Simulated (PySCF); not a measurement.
# Structure elucidation problem

Molecular formula: C$_{7}$H$_{10}$Si. Simulated spectra:

¹H NMR (400 MHz, computed): δ 4.29 (s, 3H), 2.65 (sept, 1H), 1.27 (d, 6H).

¹³C{¹H} NMR (computed): δ 101.6 (C), 91.2 (C), 78.2 (C), 73.9 (C), 24.9 (CH3, 2C), 23.9 (CH).

- shieldings: GIAO PBE0/pcSseg-1
- geometry from GFN2-xTB
- run in PySCF 2.14.0 with density-fitted response routines
- one averaged value for each set of equivalent atoms, relativity neglected, single conformer, no solvent model

Scale: TMS for ¹H and ¹³C (reference shieldings calculated alike).

Task: Which candidate is it?
A. Cc1ccccc1[SiH3]
B. C=C=C(C)C#C[SiH2]C
C. CC#CC1=C[SiH2][C@H]1C
D. CC(C)C#CC#C[SiH3]
E. C=C(C)C1=CC=C[SiH2]1

Result: D. 

1. Rings plus π bonds: 4 (no ring in the answer).
2. 6 carbon signals for 7 carbons: some carbons are equivalent by symmetry or fast rotation.
3. Carbon types of the structure: 4 × C, 1 × CH, 2 × CH3, leaving 3 H on heteroatoms.
4. δC 101.6, 91.2, 78.2, 73.9: alkyne carbon; sp carbons lie upfield of alkene carbons because the cylindrical π system leaves one tensor component strongly shielded.
5. δC 24.9: methyl carbon; aliphatic region, no heteroatom directly attached.
6. δC 23.9: propargylic sp3 CH; aliphatic region, no heteroatom directly attached.
7. δH 4.29: hydrogen on a silicon bonded to C.
8. δH 1.27: hydrogen on a methyl carbon.

The others: C=C(C)C1=CC=C[SiH2]1 would give 7 carbon signals, not 6; CC#CC1=C[SiH2][C@H]1C would give 7 carbon signals, not 6; Cc1ccccc1[SiH3] would give 7 carbon signals, not 6; C=C=C(C)C#C[SiH2]C would give 7 carbon signals, not 6.

Shifts are as computed. Against solution values, carbons near 30 ppm lie about +3 ppm off and those near 130 ppm about +5 ppm (rms about the fit 2.1 ppm; single classes can miss by 10 ppm). Of 1328 compounds with measured shifts, 309 miss one by over three times the rms of a fit or turn the order of signals round; such compounds aren't used in these exercises. Signals without a measured value on file couldn't be tested in this way; 1H shifts scatter by 0.2 ppm about their fit, and single ones miss by 0.5 ppm. No couplings were computed; multiplicities are counted from neighbouring protons, with m where these are inequivalent, close in shift, in a saturated or five-membered ring or joined by F or P, and br s for small geminal =CH2 splittings.
